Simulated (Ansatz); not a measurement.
`B[Si](O)(O)F`. Total charge 0; spin multiplicity 1.

```json
{"atom": "B1", "x (Å)": "-0.024", "y (Å)": "1.626", "z (Å)": "0.167"}
{"atom": "Si2", "x (Å)": "-0.133", "y (Å)": "-0.374", "z (Å)": "0.109"}
{"atom": "O3", "x (Å)": "1.212", "y (Å)": "-1.133", "z (Å)": "-0.440"}
{"atom": "O4", "x (Å)": "-1.359", "y (Å)": "-0.867", "z (Å)": "-0.839"}
{"atom": "F5", "x (Å)": "-0.368", "y (Å)": "-0.843", "z (Å)": "1.626"}
{"atom": "H6", "x (Å)": "-0.922", "y (Å)": "2.328", "z (Å)": "-0.188"}
{"atom": "H7", "x (Å)": "0.962", "y (Å)": "2.160", "z (Å)": "0.585"}
{"atom": "H8", "x (Å)": "1.996", "y (Å)": "-1.115", "z (Å)": "0.110"}
{"atom": "H9", "x (Å)": "-1.364", "y (Å)": "-1.780", "z (Å)": "-1.131"}
```

**Question.** List the harmonic frequencies (cm⁻¹, unscaled) at PBE0-D4/def2-TZVP in Ansatz. (Best estimate.)

**Answer.** Ansatz gave: 61, 170, 186, 243, 256, 322, 356, 365, 632, 647, 791, 812, 864, 900, 937, 985, 1179, 2597, 2684, 3910, 3925.

**Question.** Is this a minimum?

**Answer.** Yes, all 21 modes are real.

**Question.** Give the ideal-gas thermochemistry at 298.15 K and 1 bar (rigid rotor, harmonic oscillator; point group C1, symmetry number 1).

**Answer.** Zero-point energy 136.5 kJ/mol; H(298) − E = 158.8 kJ/mol; entropy 350.1 J/(mol·K), of which translation 165.5, rotation 109.7, vibration 74.8; G(298) − E = 54.5 kJ/mol. Modes under 100 cm⁻¹ are hindered rotations or soft bends, so the harmonic entropy is rough.

**Question.** And at 400, 500, 600, 800 and 1000 K?

**Answer.** 
| T (K) | H − E (kJ/mol) | S (J/mol/K) | G − E (kJ/mol) |
| --- | --- | --- | --- |
| 400 | 171.4 | 386.1 | 16.9 |
| 500 | 185.1 | 416.8 | -23.3 |
| 600 | 199.9 | 443.7 | -66.3 |
| 800 | 231.6 | 489.2 | -159.8 |
| 1000 | 265.2 | 526.7 | -261.5 |

**Question.** Rotational constants (cm⁻¹)?

**Answer.** 0.1345, 0.1222, 0.1175.
